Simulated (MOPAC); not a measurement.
Input file for MOPAC: PM6 on SiC, 2S+1 = 3, a spin state set in the input, which need not be the lowest, a point of a bond scan (R = 1.633 Å).

```
PM6 1SCF PRECISE CHARGE=0 UHF MS=1 THREADS=1
CSi

C      0.00000000 1     0.00000000 1     0.00000000 1
Si     0.00000000 1     0.00000000 1     1.63286200 1
```

Output:

```
*******************************************************************************
 **                                                                           **
 **                              MOPAC v23.2.5                                **
 **                                                                           **
 *******************************************************************************
 ** MOPAC's Digital Object Identifier: https://doi.org/10.5281/zenodo.6511958 **
 **                                                                           **
 ** Please cite the open-source release paper for use of this MOPAC version:  **
 ** J. E. Moussa and J. J. P. Stewart (2026)                                  **
 ** MOPAC: An open-source semiempirical molecular orbital program             **
 ** J. Open Source Softw., 11(119), 8025, https://doi.org/10.21105/joss.08025 **
 *******************************************************************************

                              PM6 CALCULATION RESULTS

 *******************************************************************************
 *  PM6        - The PM6 Hamiltonian to be used
 *  UHF        - UNRESTRICTED HARTREE-FOCK CALCULATION
 *
 *
 *
 *                 CHARGE ON SYSTEM = 0
 *
 *
 *
 *  MS=        - IN MECI, MAGNETIC COMPONENT OF SPIN =  1.0
 *  PRECISE    - TIGHTER CRITERIA TO BE USED
 *  1SCF       - DO 1 SCF AND THEN STOP
 *  THREADS=1  - MULTI-THREADING NOT USED
 *  T=         - A TIME OF 172800.0 SECONDS REQUESTED
 *  DUMP=N     - RESTART FILE WRITTEN EVERY 7200.0 SECONDS REQUESTED
 *******************************************************************************
PM6 1SCF PRECISE CHARGE=0 UHF MS=1 THREADS=1
 CSi

   ATOM   CHEMICAL          X               Y               Z
  NUMBER   SYMBOL      (ANGSTROMS)     (ANGSTROMS)     (ANGSTROMS)

     1       C          0.00000000  *   0.00000000  *   0.00000000  *
     2      Si          0.00000000  *   0.00000000  *   1.63286200  *



          CARTESIAN COORDINATES

    NO.       ATOM           X           Y           Z

     1         C          0.0000      0.0000      0.0000
     2        Si          0.0000      0.0000      1.6329

 General Reference for PM6:
 "Optimization of Parameters for Semiempirical Methods V: Modification of NDDO Approximations
 and Application to 70 Elements", J. J. P. Stewart, J. Mol. Mod., 13, 1173-1213 (2007)
 URL: https://link.springer.com/article/10.1007/s00894-007-0233-4

           Empirical Formula: C Si  =     2 atoms



      MOLECULAR POINT GROUP   :   C*v


          UHF CALCULATION, NO. OF ALPHA ELECTRONS =    5
                           NO. OF BETA  ELECTRONS =    3

 -------------------------------------------------------------------------------
 PM6 1SCF PRECISE CHARGE=0 UHF MS=1 THREADS=1
 CSi



     1SCF WAS SPECIFIED, SO BFGS WAS NOT USED
     SCF FIELD WAS ACHIEVED


                              PM6 CALCULATION
                                                       MOPAC v23.2.5 Linux




          FINAL HEAT OF FORMATION =        189.23409 KCAL/MOL =     791.75543 KJ/MOL


          COSMO AREA              =         87.20 SQUARE ANGSTROMS
          COSMO VOLUME            =         74.46 CUBIC ANGSTROMS

          IONIZATION POTENTIAL    =          7.566585 EV
          ALPHA SOMO LUMO (EV)    =         -8.303 -1.428
          BETA  SOMO LUMO (EV)    =         -7.567 -2.502
          NO. OF ALPHA ELECTRONS  =          5
          NO. OF BETA  ELECTRONS  =          3
          MOLECULAR WEIGHT        =         40.0965         POINT GROUP:  C*v

          MOLECULAR DIMENSIONS (Angstroms)

            Atom       Atom       Distance
           Si     2    C     1     1.63286
           Si     2    C     1     0.00000
            C     1   Si     2     0.00000


          SCF CALCULATIONS        =          1





   ATOM   CHEMICAL          X               Y               Z
  NUMBER   SYMBOL      (ANGSTROMS)     (ANGSTROMS)     (ANGSTROMS)

     1       C          0.00000000  *   0.00000000  *   0.00000000  *
     2      Si          0.00000000  *   0.00000000  *   1.63286200  *

                             CARTESIAN COORDINATES

   1    C        0.000000000     0.000000000     0.000000000
   2   Si        0.000000000     0.000000000     1.632862000


           Empirical Formula: C Si  =     2 atoms



      MOLECULAR POINT GROUP   :   C*v


          ALPHA EIGENVALUES
 -21.07956 -12.57923  -9.99421  -9.62757  -8.30344  -1.42819  -1.11875  -0.13742
   1.85622   1.85821   2.60634   2.88009   4.76320


           BETA EIGENVALUES
 -20.15305 -10.67078  -7.56659  -2.50204  -0.25107  -0.12702   0.40305   1.03858
   1.77810   1.77965   3.56753   3.57577   5.10431


              NET ATOMIC CHARGES AND DIPOLE CONTRIBUTIONS

  ATOM NO.   TYPE          CHARGE      No. of ELECS.   s-Pop       p-Pop       d-Pop
    1          C          -0.124342        4.1243     1.48047     2.64387
    2         Si           0.124342        3.8757     1.86163     1.73734     0.27669
 DIPOLE           X         Y         Z       TOTAL
 POINT-CHG.     0.000     0.000     0.975     0.975
 HYBRID         0.000    -0.000     1.013     1.013
 SUM            0.000    -0.000     1.988     1.988


          ATOMIC ORBITAL ELECTRON POPULATIONS

     Atom    s        px        py        pz      x^2-y^2     xz        z^2       yz        xy
    1  C   1.48047   0.99458   0.74501   0.90428
    2 Si   1.86163   0.90884   0.19562   0.63289   0.00010   0.09658   0.12064   0.05937   0.00000


                    (SZ)    =    1.000000
                    (S**2)  =    2.268466


          ATOMIC ORBITAL SPIN POPULATIONS

    Atom   Total    s     px     py     pz   x^2-y^2  xz     z^2    yz     xy
         Atomic
    1  C  2.1245  0.105  0.487  0.745  0.788
    2 Si -0.1245  0.005 -0.511  0.196  0.073 -0.000  0.024  0.029  0.059  0.000

 **********************
 *                    *
 * JOB ENDED NORMALLY *
 *                    *
 **********************




 == MOPAC DONE ==
```

The run finished. Its determinant has ⟨S²⟩ = 2.27, a mixture of spin states.

Cost: roughly 0.03 core-seconds.
